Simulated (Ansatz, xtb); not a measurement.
## BH10NSi3: which of two structures lies lower

We compare X, a singlet given by its coordinates, with Y, a singlet given by its coordinates. Both are isolated molecules in the gas phase, relaxed with r2SCAN-D4/def2-SVP.

X (Å):

```yaml
atoms:
  - { symbol: B, position_ang: [-0.5749, -0.5191, -1.5087] }
  - { symbol: N, position_ang: [0.4443, 0.7521, -1.7189] }
  - { symbol: Si, position_ang: [-0.3270, -1.1479, 0.4116] }
  - { symbol: Si, position_ang: [-0.3444, 0.9657, 1.4725] }
  - { symbol: Si, position_ang: [0.1007, 2.1348, -0.5198] }
  - { symbol: H, position_ang: [-1.7092, -0.0650, -1.6125] }
  - { symbol: H, position_ang: [-0.3209, -1.3510, -2.3654] }
  - { symbol: H, position_ang: [1.0005, -1.7623, 0.7740] }
  - { symbol: H, position_ang: [-1.3925, -2.0140, 1.0085] }
  - { symbol: H, position_ang: [0.6844, 1.3271, 2.4984] }
  - { symbol: H, position_ang: [-1.6827, 1.4362, 1.9497] }
  - { symbol: H, position_ang: [1.3031, 3.0230, -0.5987] }
  - { symbol: H, position_ang: [-1.0474, 2.8411, -1.1566] }
  - { symbol: H, position_ang: [0.3490, 1.0809, -2.6850] }
  - { symbol: H, position_ang: [1.4134, 0.4267, -1.6411] }
```

Close contacts (Å): B1–N2 1.64, B1–Si3 2.04, N2–Si5 1.86, Si3–Si4 2.36, Si4–Si5 2.35, B1–H6 1.23, B1–H7 1.22, N2–H14 1.02, N2–H15 1.03, Si3–H8 1.51, Si3–H9 1.50, Si4–H10 1.50, Si4–H11 1.50, Si5–H12 1.50, Si5–H13 1.49.

Y (Å):

```xyz
15

B     0.1694   -2.4163    0.0759
N    -0.8137    0.1111    1.7902
Si   -0.3063   -0.5858    0.3211
Si    0.2191    1.1930   -1.1349
Si    2.1861   -2.0917    0.3431
H    -0.2085   -3.1966    0.9277
H     0.1005   -2.7284   -1.0999
H    -0.8597    1.1055    1.9899
H    -1.0762   -0.4593    2.5905
H    -0.9889    2.0558   -1.3256
H     0.6597    0.6523   -2.4521
H     1.3051    2.0332   -0.5408
H     2.5802   -1.6680    1.7296
H     2.9028   -3.3746    0.0487
H     2.7874   -1.0562   -0.5701
```

Close contacts (Å): B1–Si3 1.91, B1–Si5 2.06, N2–Si3 1.70, Si3–Si4 2.36, B1–H6 1.22, B1–H7 1.22, N2–H8 1.02, N2–H9 1.02, Si4–H10 1.50, Si4–H11 1.49, Si4–H12 1.50, Si5–H13 1.50, Si5–H14 1.50, Si5–H15 1.51.

Problem. Estimate which is lower in electronic energy at CCSD(T)/def2-SVP + ΔMP2/def2-TZVPP, and by roughly how much.

Solution. The CCSD(T)/def2-SVP + ΔMP2/def2-TZVPP calculation puts structure X lower, by 20.6 kcal/mol.

How the difference moves with the method:

```csv
level,geometry,E(Y) − E(X) (kcal/mol),departure from the last row (kcal/mol),"job, with rough time for the two"
r2SCAN-D4/def2-SVP,r2SCAN-D4/def2-SVP,+21.6,+1.0,"optimisation, 7.8 min"
HF/def2-SVP,r2SCAN-D4/def2-SVP,+25.0,+4.4,part of the CCSD(T) run
MP2/def2-SVP,r2SCAN-D4/def2-SVP,+24.4,+3.7,part of the CCSD(T) run
CCSD(T)/def2-SVP,r2SCAN-D4/def2-SVP,+24.6,+4.0,single point
CCSD(T)/def2-SVP + ΔMP2/def2-TZVPP,r2SCAN-D4/def2-SVP,+20.6,,"single point, 100 s"
```

None of the levels shown reverses the order. The largest departure from CCSD(T)/def2-SVP + ΔMP2/def2-TZVPP is that of HF/def2-SVP, 4.4 kcal/mol. Levels run at GFN2-xTB geometries aren't shown. The last row adds to CCSD(T) the change of the MP2 difference between the two basis sets, here −4.0 kcal/mol, a large step that makes the value less sure.

With thermal terms from frequencies at re-optimised GFN2-xTB minima (ideal gas, soft modes damped towards free rotors, one conformer each, 298.15 K, 1 atm): the zero-point term adds −2.7 kcal/mol; ΔH is +19.2 and ΔG +15.6 kcal/mol.

The correlated steps freeze 17 core orbitals. Run with Ansatz 0.2.0, xtb 6.7.1; the last row on 2 threads of Intel(R) Xeon(R) Processor @ 2.50GHz (Skylake/Cascade Lake) on a shared host.
